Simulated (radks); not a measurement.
Results of a calculation; reference values are marked as such.
Trend from Sc4+ to Zn4+: ionisation energy by Delta-SCF between NIST ground configurations, and size. Level of theory: scalar-relativistic Kohn-Sham, BLYP, spin-unpolarised, spherical densities, point nucleus (a radial shooting solver on a logarithmic mesh with Libxc functionals).

| species | configuration | configuration of the ion | IE (eV) | NIST (eV) | kind | outermost | <r> outermost (bohr) | r at 0.001 e/bohr^3 (bohr) |
|---|---|---|---|---|---|---|---|---|
| Sc4+ | [Ne] 3s2 3p5 | [Ne] 3s2 3p4 | 93.059 | 91.95 | semi-emp. | 3p | 1.09 | 2.60 |
| Ti4+ | [Ar] | [Ne] 3s2 3p5 | 99.602 | 99.30 | exp. | 3p | 1.03 | 2.53 |
| V4+ | [Ar] 3d1 | [Ar] | 65.196 | 65.282 | exp. | 3d | 1.08 | 2.55 |
| Cr4+ | [Ar] 3d2 | [Ar] 3d1 | 68.342 | 69.46 | semi-emp. | 3d | 1.02 | 2.55 |
| Mn4+ | [Ar] 3d3 | [Ar] 3d2 | 71.398 | 72.4 | semi-emp. | 3d | 0.971 | 2.54 |
| Fe4+ | [Ar] 3d4 | [Ar] 3d3 | 74.374 | 75.0 | semi-emp. | 3d | 0.923 | 2.52 |
| Co4+ | [Ar] 3d5 | [Ar] 3d4 | 77.277 | 79.5 | semi-emp. | 3d | 0.880 | 2.50 |
| Ni4+ | [Ar] 3d6 | [Ar] 3d5 | 80.115 | 76.1 | semi-emp. | 3d | 0.842 | 2.47 |
| Cu4+ | [Ar] 3d7 | [Ar] 3d6 | 82.894 | 80 | semi-emp. | 3d | 0.807 | 2.45 |
| Zn4+ | [Ar] 3d8 | [Ar] 3d7 | 85.618 | 83 | semi-emp. | 3d | 0.774 | 2.42 |

Reference values: NIST Atomic Spectra Database (exp. = measured, semi-emp. = semi-empirical, theory = theoretical value adopted there). Spin polarisation and multiplet splitting are left out, so open shells lie too high by an amount that depends on their filling.

Beside tabulated values, note that spin-unpolarised runs miss the spin-polarisation part of the exchange energy of open shells.
